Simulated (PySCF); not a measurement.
## Converging ZnF⁺ in the basis (PBE0)

PySCF, UKS reference; singlet, unpaired electrons none; De to Zn⁺ + F without counterpoise correction.

```csv
basis,relativity,functions,Re (Å),ωe (cm⁻¹),De (eV),μ (D)
x2c-SVPall,spin-free X2C,50,1.721,714,2.67,-5.83
cc-pVDZ-PP/cc-pVDZ,scalar-relativistic core potentials,52,1.702,741,2.76,-5.65
def2-SVPD,no relativity,57,1.720,722,2.99,-6.18
def2-TZVPPD,no relativity,107,1.711,724,2.76,-5.86
```

Task: How does each smaller set differ from the one with most functions, def2-TZVPPD?

Result: x2c-SVPall: +1.0 pm, -1.4 % in ωe, -0.09 eV in De; cc-pVDZ-PP/cc-pVDZ: -0.9 pm, +2.3 % in ωe, +0.00 eV in De; def2-SVPD: +0.9 pm, -0.3 % in ωe, +0.23 eV in De. All at PBE0; the set with most functions is neither the basis-set limit nor always the best. The rows treat relativity differently, so the differences are not basis effects alone.

A positive dipole points towards F; it is taken about the centre of mass and depends on that origin. For an ion De counts to the pair picked by the measured ionisation energies or electron affinities, which need not be the lowest pair at this level.
